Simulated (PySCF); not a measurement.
## `C=P(C)(C)N(C)C`, C$_{5}$H$_{14}$NP

Cartesian coordinates in Å; atom numbers follow the order of the lines, from 1:
```xyz
21

C     1.0507   -0.1982   -1.9584
P     0.7148   -0.0449   -0.2986
C     1.1573    1.6546    0.2431
C     1.4192   -1.0570    1.1180
N    -0.9296   -0.2965   -0.0725
C    -1.8404   -0.1387   -1.1835
C    -1.5734   -0.1844    1.2153
H     0.9125   -1.2229   -2.3008
H     2.0700    0.1382   -2.1421
H     0.8514    2.3400   -0.5449
H     0.6457    1.9037    1.1719
H     2.2318    1.7345    0.3908
H     0.9705   -2.0491    1.0879
H     1.2921   -0.6231    2.1065
H     2.4870   -1.1539    0.9202
H    -1.2520   -0.0777   -2.0977
H    -2.4445    0.7703   -1.0824
H    -2.5167   -0.9963   -1.2394
H    -2.1206    0.7622    1.3088
H    -0.8431   -0.2425    2.0173
H    -2.2916   -1.0013    1.3400
```

The calculation used GIAO BHandHLYP/pcSseg-1 magnetisability, rotational g tensor and spin-rotation constants, non-relativistic, gas phase in PySCF 2.14.0. Geometry: GFN2-xTB.

(1) How diamagnetic is it, and how anisotropic?

(2) Split it along the inertial axes a, b, c into diamagnetic and paramagnetic parts about the centre of mass, with the quadrupole moment.

(3) And the rotational g tensor?

Answers

(1) Isotropic -1514 × 10⁻³⁰ J/T², or -91.2 × 10⁻⁶ cm³/mol; principal values -1533, -1511, -1499 × 10⁻³⁰ J/T², anisotropy 30 × 10⁻³⁰ J/T² (root of half the summed squared differences of the principal values). The susceptibility is in cgs units.

(2) 
| axis | χ (10⁻⁶ cm³/mol) | diamagnetic (10⁻⁶ cm³/mol) | paramagnetic (10⁻⁶ cm³/mol) | summed x² of all electrons (Å²) | quadrupole Θ (D Å) |
| --- | --- | --- | --- | --- | --- |
| a | -90.7 | -642.2 | 551.5 | 131.2 | +5.37 |
| b | -91.1 | -798.9 | 707.8 | 94.3 | -6.88 |
| c | -91.8 | -956.8 | 865.0 | 57.1 | +1.51 |

Anisotropies 2χaa − χbb − χcc = +1.6 and 2χbb − χaa − χcc = +0.2 × 10⁻⁶ cm³/mol. Θ is traceless in Buckingham's convention.

(3) 
```csv
axis,rotational constant (GHz),g,nuclear part,electronic part
a,2.5303,-0.0117,0.6439,-0.6556
b,1.8976,-0.0020,0.6290,-0.6309
c,1.5426,-0.0047,0.6222,-0.6269
```
Asymmetric top; isotopes 12C, 1H, 14N, 31P; no vibrational averaging.
